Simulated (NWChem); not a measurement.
All runs are NWChem calculations. System: CF₂, charge 0, spin multiplicity 1, at a geometry optimised with B3LYP/def2-SVP. The structure started from a generated list of species. Level: RHF/def2-TZVPD.

NWChem printed:

```
             Northwest Computational Chemistry Package (NWChem) 7.3.0
             --------------------------------------------------------

                                NWChem Input Module
                                -------------------

 Scaling coordinates for geometry "geometry" by  1.889725989
 (inverse scale =  0.529177249)

 Turning off AUTOSYM since
 SYMMETRY directive was detected!

                             Geometry "geometry" -> ""
                             -------------------------

 Output coordinates in angstroms (scale by  1.889725989 to convert to a.u.)

  No.       Tag          Charge          X              Y              Z
 ---- ---------------- ---------- -------------- -------------- --------------
    1 F                    9.0000     1.02908100     0.00000000    -0.19801000
    2 C                    6.0000     0.00000000     0.00000000     0.59403100
    3 F                    9.0000    -1.02908100     0.00000000    -0.19801000

 Effective nuclear repulsion energy (a.u.)      64.8361796702

            Nuclear Dipole moment (a.u.)
            ----------------------------
        X                 Y               Z
 ---------------- ---------------- ----------------
     0.0000000000     0.0000000000     0.0000113384

      Symmetry information
      --------------------

 Group name             C2v
 Group number             16
 Group order               4
 No. of unique centers     2

      Symmetry unique atoms

     1    2


 Summary of "ao basis" -> "" (spherical)
 ------------------------------------------------------------------------------
       Tag                 Description            Shells   Functions and Types
 ---------------- ------------------------------  ------  ---------------------
 *                         def2-tzvpd                 on all atoms

 Summary of "ao basis" -> "ao basis" (spherical)
 ------------------------------------------------------------------------------
       Tag                 Description            Shells   Functions and Types
 ---------------- ------------------------------  ------  ---------------------
 F                         def2-tzvpd               14       40   6s4p3d1f
 C                         def2-tzvpd               13       37   6s3p3d1f

                                 NWChem SCF Module
                                 -----------------

  ao basis        = "ao basis"
  functions       =   117
  atoms           =     3
[...]
     7      0.310564  1 F  px                84      0.310564  3 F  px
    10      0.274170  1 F  px                87      0.274170  3 F  px
     9      0.198293  1 F  pz                86     -0.198293  3 F  pz
    12      0.171953  1 F  pz                89     -0.171953  3 F  pz
    13      0.159549  1 F  px                90      0.159549  3 F  px

 Vector   12  Occ=2.000000D+00  E=-4.779858D-01  Symmetry=a1
              MO Center=  5.2D-15,  5.8D-17,  7.9D-01, r^2= 1.2D+00
   Bfn.  Coefficient  Atom+Function         Bfn.  Coefficient  Atom+Function
  ----- ------------  ---------------      ----- ------------  ---------------
    44      0.418112  2 C  s                 49      0.317966  2 C  pz
    52      0.258944  2 C  pz                45      0.253063  2 C  s
    43      0.235903  2 C  s                  9     -0.184578  1 F  pz
    86     -0.184578  3 F  pz                12     -0.167650  1 F  pz
    89     -0.167650  3 F  pz

 Vector   13  Occ=0.000000D+00  E= 7.372055D-02  Symmetry=a1
              MO Center=  1.4D-15, -3.6D-17, -4.1D-01, r^2= 1.2D+01
   Bfn.  Coefficient  Atom+Function         Bfn.  Coefficient  Atom+Function
  ----- ------------  ---------------      ----- ------------  ---------------
    46      3.572248  2 C  s                  6     -3.143404  1 F  s
    83     -3.143404  3 F  s                 45      3.090412  2 C  s
    55     -1.474110  2 C  pz                16      0.745297  1 F  px
    93     -0.745297  3 F  px                18     -0.737586  1 F  pz
    95     -0.737586  3 F  pz                44      0.626332  2 C  s

 Vector   14  Occ=0.000000D+00  E= 7.827643D-02  Symmetry=b2
              MO Center= -2.8D-15,  3.1D-16,  6.5D-01, r^2= 2.9D+00
   Bfn.  Coefficient  Atom+Function         Bfn.  Coefficient  Atom+Function
  ----- ------------  ---------------      ----- ------------  ---------------
    51      0.330329  2 C  py                48      0.321222  2 C  py
    17      0.295393  1 F  py                94      0.295393  3 F  py
    67      0.232674  2 C  d -1               8     -0.158260  1 F  py
    85     -0.158260  3 F  py                14     -0.152459  1 F  py
    91     -0.152459  3 F  py

 Vector   15  Occ=0.000000D+00  E= 1.045662D-01  Symmetry=b1
              MO Center=  1.2D-14,  2.0D-29, -5.2D-01, r^2= 1.3D+01
   Bfn.  Coefficient  Atom+Function         Bfn.  Coefficient  Atom+Function
  ----- ------------  ---------------      ----- ------------  ---------------
     6      3.347716  1 F  s                 83     -3.347716  3 F  s
    16     -1.683669  1 F  px                93     -1.683669  3 F  px
    53     -1.389824  2 C  px                18      0.408552  1 F  pz
    95     -0.408552  3 F  pz                50     -0.405978  2 C  px
    13     -0.395365  1 F  px                90     -0.395365  3 F  px

 center of mass
 --------------
 x =   0.00000000 y =   0.00000000 z =  -0.01494394

 moments of inertia (a.u.)
 ------------------
          20.430502982950           0.000000000000           0.000000000000
           0.000000000000         164.126216824584           0.000000000000
           0.000000000000           0.000000000000         143.695713841634

  Mulliken analysis of the total density
  --------------------------------------

    Atom       Charge   Shell Charges
 -----------   ------   -------------------------------------------------------
    1 F    9     9.16   0.77  1.20  0.60  1.02  0.32 -0.01  2.24  2.26  0.74  0.01  0.00  0.02 -0.01  0.00
    2 C    6     5.69   0.86  1.12  0.63  0.85  0.29  0.03  0.87  0.77  0.07  0.05  0.13 -0.01  0.03
    3 F    9     9.16   0.77  1.20  0.60  1.02  0.32 -0.01  2.24  2.26  0.74  0.01  0.00  0.02 -0.01  0.00

       Multipole analysis of the density wrt the origin
       ------------------------------------------------

     L   x y z        total         open         nuclear
     -   - - -        -----         ----         -------
     0   0 0 0     -0.000000      0.000000     24.000000

     1   1 0 0     -0.000000      0.000000      0.000000
     1   0 1 0     -0.000000      0.000000      0.000000
     1   0 0 1     -0.134522      0.000000      0.000011

     2   2 0 0    -12.089994      0.000000     68.072123
     2   1 1 0     -0.000000      0.000000      0.000000
     2   1 0 1     -0.000000      0.000000      0.000000
     2   0 2 0    -10.465459      0.000000      0.000000
     2   0 1 1      0.000000      0.000000      0.000000
     2   0 0 2    -12.838872      0.000000     10.081044

 Task  times  cpu:        3.3s     wall:        3.3s

 Total times  cpu:        3.4s     wall:        3.4s
```

### Question
Write an NWChem input that would produce this output.

### Answer
Several could match; the one computed here: 
```
start mol
memory heap 200 mb stack 900 mb global 1100 mb
geometry units angstroms nocenter noautoz
  F      1.029081     0.000000    -0.198010
  C      0.000000     0.000000     0.594031
  F     -1.029081     0.000000    -0.198010
  symmetry group C2v
end
basis spherical
  * library def2-tzvpd
end
scf
  rhf
  nopen 0
  maxiter 100
  thresh 1e-7
  semidirect memsize 60000000 filesize 0
end
task scf energy
```
